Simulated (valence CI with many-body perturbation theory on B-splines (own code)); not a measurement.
Fe⁵⁺: input, log and results

Computed by relativistic CI+MBPT: three valence electrons over a frozen Dirac-Fock core [Ar], a basis of 3 s, 3 p, 2 d, 2 f functions for each j, with the one-electron correlation potential Σ1 (screened to all orders), the two-electron term Σ2, the three-electron term Σ3, Breit, model QED; selected single and double excitations, second order for the rest, scaled by the run's own slope (own B-spline code, finite nucleus).

Command, and the settings that its task file holds:

```sh
python run_cv.py task.json out
```

```
atom Fe  Z=26  mass_number=56  rms_radius_fm=3.7377
core [Ar]
valence 3d3
avg = 1
basis = S
breit = 1
cap = 10000
capref = 1200
cscale = 1
de = 0.0
dress = 0
eps = 2e-08
extrap = 1
h = 0.27
hh = 1
l2 = 3
lcore = 6
maxit = 60
n2 = 5
natural = 1
nlev = 20
nno = [0, 0, 0, 0, 0]
nroot = 26
nsp = [3, 3, 2, 2, 0]
pt2 = 1
qed = 1
rpa = 1
s1 = 1
s2 = 1
s3 = 1
screen = 1
tol = 2e-05
whole = 1
```

It took 9 s on 1 thread of Arm Neoverse V2 (shared host).

Log. The first blocks belong to the next ion, which gives the ionisation energy. Fields: 2J, parity (1 odd), roots, reference size, generating configurations, candidates as configurations/state functions, variational space P, stored matrix elements, Davidson steps; e2 is the range of second-order energies in hartree. The first line gives the box (bohr), its intervals, the orbitals and the steps of their self-consistent field. Window is the range of levels sought, series limit the energy at which the first omitted orbital would enter, core excitation an estimate of the first excitation out of the core, left out the lowest levels not solved, and shifts from estimates the range by which levels moved from their first estimate, all in cm⁻¹.

```
rmax 14.5 intervals 64 orbitals 17 references ['3d3', '3d2 4s', '3d2 4p'] scf 6 t 1.1
2J=4 par=0 roots 2 ref 42 generators 4 cand 20/20 P 62/62 nnz 0 it 0
2J=4 par=0 roots 2 ref 42 generators 7 cand 3/3 P 65/65 nnz 0 it 0
   second order: generators 7 cand 0/0 e2 -0.00000 -0.00000
2J=6 par=0 roots 2 ref 32 generators 7 cand 12/12 P 44/44 nnz 0 it 0
2J=6 par=0 roots 2 ref 32 generators 7 cand 1/1 P 45/45 nnz 0 it 0
   second order: generators 8 cand 0/0 e2 -0.00000 -0.00000
2J=8 par=0 roots 2 ref 24 generators 5 cand 11/11 P 35/35 nnz 0 it 0
   second order: generators 5 cand 0/0 e2 -0.00000 -0.00000
reference levels 433, estimated 78, window 262475 1/cm; series limit 599680, core excitation 413295
2J=3 par=0 roots 7 ref 32 generators 9 cand 23/40 P 213/431 nnz 0 it 0
2J=3 par=0 roots 7 ref 32 generators 15 cand 38/74 P 251/505 nnz 0 it 0
   second order: generators 28 cand 170/320 e2 -0.00000 -0.00000
2J=5 par=0 roots 8 ref 34 generators 8 cand 21/42 P 208/469 nnz 0 it 0
2J=5 par=0 roots 8 ref 34 generators 13 cand 43/94 P 251/563 nnz 0 it 0
   second order: generators 30 cand 176/363 e2 -0.00000 -0.00000
2J=7 par=0 roots 6 ref 25 generators 7 cand 24/46 P 173/399 nnz 0 it 0
2J=7 par=0 roots 6 ref 25 generators 11 cand 29/59 P 202/458 nnz 0 it 0
   second order: generators 24 cand 157/334 e2 -0.00000 -0.00000
2J=9 par=0 roots 5 ref 18 generators 6 cand 31/55 P 156/307 nnz 0 it 0
2J=9 par=0 roots 5 ref 18 generators 12 cand 17/30 P 173/337 nnz 0 it 0
   second order: generators 20 cand 120/239 e2 -0.00000 -0.00000
2J=1 par=0 roots 3 ref 19 generators 5 cand 4/5 P 169/239 nnz 0 it 0
2J=1 par=0 roots 3 ref 19 generators 11 cand 32/43 P 201/282 nnz 0 it 0
   second order: generators 21 cand 136/187 e2 -0.00000 -0.00000
2J=11 par=0 roots 1 ref 6 generators 1 cand 21/36 P 71/137 nnz 0 it 0
2J=11 par=0 roots 1 ref 6 generators 1 cand 0/0 P 71/137 nnz 0 it 0
   second order: generators 3 cand 72/136 e2 -0.00000 -0.00000
left out: unestimated 414859, estimated 283837, shifts from estimates -1 to 0
operators 0.8
```

The Davidson iterations converged. The settings are bad on purpose, so the numbers may not be properties of the ion.

Set against measurement, 23 paired levels are off by 1851 cm⁻¹ on average, the worst by 7762. These come from a selection out of Corliss and Sugar, J. Phys. Chem. Ref. Data 11, 135 (1982). Levels without a partner in it may be off by more, other configurations by 1,000 to 8,000 cm⁻¹. Only levels of the ground parity were solved; by the run's estimate the other parity begins above the list, which can be wrong where configurations are misplaced. 1 measured level below the end of the list, from 26215 cm⁻¹ on, found no clear computed partner.

```yaml
Valence_energy: -13.76563 hartree
Ionisation_energy: "98.841 eV (NIST: 98.985 ± 0.015 eV (measured))"
Reference_configurations_for_the_orbitals: 3d3, 3d2 4s, 3d2 4p
Radial_orbitals: 17
Box_radius: 14.52 bohr
Largest_variational_space: 563
Lowest_levels: 3d³ ⁴F_3/2 0.0000, 3d³ ⁴F_5/2 0.0626, 3d³ ⁴F_7/2 0.1458, 3d³ ⁴F_9/2 0.2466, 3d³ ⁴P_1/2 2.556, 3d³ ⁴P_3/2 2.584, 3d³ ⁴P_5/2 2.663, 3d³ ²G_7/2 2.724, 3d³ ²G_9/2 2.809, 3d³ ²H_9/2 3.667, 3d³ ²P_3/2 3.680, 3d³ ²P_1/2 3.702, 3d³ ²H_11/2 3.725, 3d³ ²D_5/2 [a] 3.980 eV
```

Names give the largest LS component (configuration and term), which can be under half, so a name can repeat, a term be missing and a line seem to break the LS rules; names also repeat where a configuration has a term twice. Letters in brackets count levels of one name in rising energy.
